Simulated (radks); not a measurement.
Fractional charge and spin in the 5p shell of lanthanum: the spin-up occupation runs from 2 to 3 and the spin-down occupation from 2 to 3; the fullest corner is La+, [Kr] 4d10 5s2 5d(up 1, down 1) 5p(up 3, down 3). Method: scalar-relativistic Kohn-Sham, PBE, spin-polarised, spherical densities, point nucleus; computed with a radial shooting solver on a logarithmic mesh with Libxc functionals. Energy (eV) minus the two flat planes that join the four corners (they meet along the diagonal where the two added fractions sum to one electron); zero is where a piecewise linear energy would lie.

down \ up,2,2.25,2.5,2.75,3
2,0.000,-1.029,-1.365,-1.018,0.000
2.25,-1.029,-1.313,-0.916,0.150,-0.934
2.5,-1.365,-0.916,0.199,-0.836,-1.233
2.75,-1.018,0.150,-0.836,-1.185,-0.915
3,0.000,-0.934,-1.233,-0.915,0.000

Corners above the fullest one (they belong to La2+ and the next ion): (up 3, down 2) 31.129 eV, (up 2, down 3) 31.129 eV, (up 2, down 2) 73.478 eV. With half an added electron in each spin the energy lies 0.199 eV from the planes, and with half an added electron in spin up alone -1.365 eV. The planes are only a guide here: the flat-plane condition holds for ground states with one frontier orbital, while this shell lies below other occupied shells, so the corners above the fullest one are inner-hole states and not the ground states of those ions.
